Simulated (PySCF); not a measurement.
# HoI at UHF-SCS-MP2

Level: UHF-SCS-MP2. Ho x2c-SVPall, I x2c-SVPall; spin-free X2C with a Gaussian nucleus (PySCF 2.14).

```json
{
 "state": "quintet, about 11.0 electrons in the 4f shell (Mulliken), real f orbitals that mix terms",
 "bond length": "0.2906 nm",
 "harmonic wavenumber": "158 cm⁻¹",
 "force constant": "1.05 mdyn/Å",
 "rotational constant Be": "0.02783 cm⁻¹",
 "anharmonicity ωexe": "0.271 cm⁻¹",
 "vibration–rotation constant αe": "6.76e-05 cm⁻¹"
}
```

Correlated steps freeze 36 core orbitals. These are scalar-relativistic numbers at best; spin–orbit coupling would shift them, the dissociation energy most. With d or f electrons several states lie close, and the lowest PBE0 determinant need not be the measured ground state.
